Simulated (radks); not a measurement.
The numbers below are computed, except where a source is named.
Polarisability of the antimony ion Sb2+, [Kr] 4d10 5s2 5p1, at imaginary frequency. Level of theory: scalar-relativistic Kohn-Sham, PBE, spin-polarised, spherical densities, finite nucleus; open shells are filled with parallel spins first (spin-orbit coupling, left out, can overturn this in heavy ions); Fermi nuclear charge, rms radius 4.6802 fm (a radial shooting solver on a logarithmic mesh with Libxc functionals). Response by self-consistent Sternheimer equations with the Hartree and adiabatic LDA kernel, the relativistic mass of each level held fixed and spin-orbit coupling left out.

| w (hartree) | alpha1(iw) (bohr^3) |
|---|---|
| 0.00266 | 15.43 |
| 0.0143 | 15.41 |
| 0.0360 | 15.34 |
| 0.0697 | 15.09 |
| 0.118 | 14.50 |
| 0.186 | 13.35 |
| 0.280 | 11.48 |
| 0.413 | 9.050 |
| 0.605 | 6.527 |
| 0.892 | 4.396 |
| 1.35 | 2.818 |
| 2.12 | 1.688 |
| 3.59 | 0.8639 |
| 6.94 | 0.3225 |
| 17.5 | 0.07193 |

Static values: alpha1 = 15.43 bohr^3 (2.286 angstrom^3; uncoupled 26.86). C6 = 96.81, triple-dipole C9 = 1037 atomic units. One-pole (London) frequency 4 C6 / (3 alpha1^2) = 0.542 hartree, against 0.754 for minus the highest occupied eigenvalue.
